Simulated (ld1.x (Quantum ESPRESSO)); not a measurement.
# What the settings do to the PAW potential of B (Z = 5)

Base potential:

ld1.x (Quantum ESPRESSO) 7.5 input, shortened:

```
&input
   title='B', zed=5., rel=1, dft='PZ', iswitch=3,
   config='[He] 2s2 2p0.5 3d-2'
 /
 &inputp
   pseudotype=3, lpaw=.true., tm=.true., lloc=2,
   nlcc=.true., new_core_ps=.true., rcore=1.05,
   which_augfun='PSQ', rmatch_augfun_nc=.true.
 /
5
2S  1  0   2.00   0.00  1.30  1.45  0.0
2S  1  0   0.00  -0.50  1.30  1.45  0.0
2P  2  1   0.50   0.00  2.40  2.90  0.0
2P  2  1   0.00   0.25  2.40  2.90  0.0
3D  3  2  -2.00   0.30  2.70  2.70  0.0
 &test
   configts(1)='2s2 2p0.5'
 /
```

Cutoffs, loose and tight: the cutoffs (Ry, on a coarse ladder) from which the occupation-weighted sum of valence levels, in a spherical-Bessel basis at the reference potential, stays within 10 and 1 mRy of its value at 400 Ry. They do not see the model core or the augmentation charge, which bear on the density cutoff. Test errors are all-electron minus pseudo excitation energies from the reference, over the configurations 2s2 2p1; 2s2 2p0; 2s1 2p0; 2s1 2p2; 2s1 2p1; 2s2 2p1.3; 2s0 2p3 (two spin-polarised tests are not counted in the largest error). A dash means not determined; rows that change the core or the reference have their own tests. The largest error is taken over the tests solved by every variant that gives reliable tests at all: 2s1 2p0; 2s1 2p2; 2s2 2p0; 2s2 2p1.

A true bound ghost makes a file unfit for plane-wave use even where its test errors are small: the radial tests pick states by their node count and pass the ghost by.

```tsv
change	outcome	cutoff, loose	cutoff, tight	bound ghosts	largest test error (meV)
base	generated	6 Ry	15 Ry	none	-11
all radii but the core radius scaled by about 0.78 (s 1.14, p 2.26, d 2.10 bohr, rcut 1.02/1.88/2.10)	generated	25 Ry	30 Ry	s	-16
all radii but the core radius scaled by about 0.83 (s 1.20, p 2.40, d 2.22 bohr, rcut 1.08/1.98/2.22)	generated	18 Ry	30 Ry	none	+37
all radii but the core radius scaled by about 1.07 (s 1.56, p 3.10, d 2.88 bohr, rcut 1.38/2.56/2.88)	generated	6 Ry	8 Ry	none	-12
all radii but the core radius scaled by about 1.16 (s 1.68, p 3.36, d 3.12 bohr, rcut 1.50/2.78/3.12)	generated	6 Ry	8 Ry	none	-13
all radii but the core radius scaled by about 1.32 (s 1.92, p 3.82, d 3.56 bohr, rcut 1.72/3.16/3.56)	generated	6 Ry	10 Ry	none	-18
all radii but the core radius scaled by about 1.37 (s 1.98, p 3.98, d 3.70 bohr, rcut 1.78/3.30/3.70)	generated	8 Ry	10 Ry	none	-21
```

Q: What comes out with this change to the base: all radii but the core radius scaled by about 0.92 (s 1.34, p 2.66, d 2.48 bohr, rcut 1.20/2.20/2.48)?

A: outcome: generated; cutoff, loose: 12 Ry; cutoff, tight: 21 Ry; bound ghosts: none; largest test error (meV): -10.

Q: What comes out with this change to the base: all radii but the core radius scaled by about 1.22 (s 1.78, p 3.54, d 3.30 bohr, rcut 1.60/2.94/3.30)?

A: outcome: generated; cutoff, loose: 6 Ry; cutoff, tight: 10 Ry; bound ghosts: none; largest test error (meV): -15.

Reading the sweep of the scale of all radii but the core radius (base = 1) (base included, trends over the rows without a ghost): The loose cutoff is not monotonic: lowest 6 Ry at 1, highest 18 Ry at 0.83. The median size of the test errors (rows with all tests solved) is not monotonic: lowest 1.0 meV at 0.92, highest 6.0 meV at 0.83. Bound ghosts are found at 0.78.
